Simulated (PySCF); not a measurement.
Highest harmonic wavenumber (cm⁻¹) of eight silicon and germanium compounds: PBE-D3(BJ) beside B3LYP-D3(BJ), computed with PySCF for isolated molecules in the bases named; differences from unrounded values. The eight are the first of their class met in an unordered collection, after screening for sound electronic states; none was chosen by its value. Each level has its own optimised geometry.

```json
[
 {"molecule": "CH7ClFNSi2, SMILES CN[SiH2][Si@@H](F)Cl", "basis": "def2-SVP", "B3LYP-D3(BJ)": "3585"},
 {"molecule": "H9N3Si2, SMILES [SiH2](N)N[SiH2]N", "basis": "def2-SVP", "B3LYP-D3(BJ)": "3663"},
 {"molecule": "C3H7NOSi, SMILES C1=CO[SiH2]NC1", "basis": "def2-SVP", "B3LYP-D3(BJ)": "3621"},
 {"molecule": "H7NOSi2, SMILES N[SiH2]O[SiH3]", "basis": "def2-SVP", "B3LYP-D3(BJ)": "3675"},
 {"molecule": "CH10N2Si2, SMILES NC[SiH2][SiH2]N", "basis": "def2-SVP", "B3LYP-D3(BJ)": "3637"},
 {"molecule": "C4H6Ge, SMILES C=[C]([GeH3])C#C", "basis": "def2-SVP", "B3LYP-D3(BJ)": "3471"},
 {"molecule": "C2H4ClNSi, SMILES N#CC[SiH2]Cl", "basis": "def2-SVP", "B3LYP-D3(BJ)": "3098"},
 {"molecule": "CH₅ClF₂Si₂, SMILES FC[Si@H](F)[SiH2]Cl", "basis": "def2-SVP", "B3LYP-D3(BJ)": "3104"}
]
```

**Question.** Estimate the PBE-D3(BJ) values and say how PBE-D3(BJ) differs from B3LYP-D3(BJ) over the set. (The exact figures need the calculation; the answer reports its results.)

**Answer.** 
| molecule | PBE-D3(BJ) | difference |
|---|---|---|
| CH7ClFNSi2, SMILES CN[SiH2][Si@@H](F)Cl | 3509 | -77 |
| H9N3Si2, SMILES [SiH2](N)N[SiH2]N | 3587 | -76 |
| C3H7NOSi, SMILES C1=CO[SiH2]NC1 | 3551 | -70 |
| H7NOSi2, SMILES N[SiH2]O[SiH3] | 3604 | -72 |
| CH10N2Si2, SMILES NC[SiH2][SiH2]N | 3552 | -85 |
| C4H6Ge, SMILES C=[C]([GeH3])C#C | 3407 | -63 |
| C2H4ClNSi, SMILES N#CC[SiH2]Cl | 3040 | -58 |
| CH₅ClF₂Si₂, SMILES FC[Si@H](F)[SiH2]Cl | 3034 | -70 |
PBE-D3(BJ) lies below B3LYP-D3(BJ) in 8 and above it in 0 of the eight; the mean signed difference is -71 and the largest -85 cm⁻¹.
